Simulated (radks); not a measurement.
Task: Species: the silicon ion Si3+. Configuration: [Ne] 3s1 (the NIST ground configuration). Method: non-relativistic Kohn-Sham, PBE, spin-polarised, spherical densities, point nucleus; open shells are filled with parallel spins first; computed with a radial shooting solver on a logarithmic mesh with Libxc functionals. Some entries of the table are withheld. Estimate them.

orbital  occ.  eigenvalue (hartree)  <1/r> (bohr^-1)  <r> (bohr)
1s up       1             -66.84124            13.57      0.1116
1s down     1             -66.83475            13.57      0.1116
2s up       1              -6.44157            2.574      0.5682
2s down     1              -6.42953            2.576      0.5675
2p up       3              -4.85497            2.466      0.5352
2p down     3              -4.84303            2.469      0.5340
3s up       1              -1.48161           0.7439         (1)

Result: 
(1) 3s up <r> (bohr): 1.843
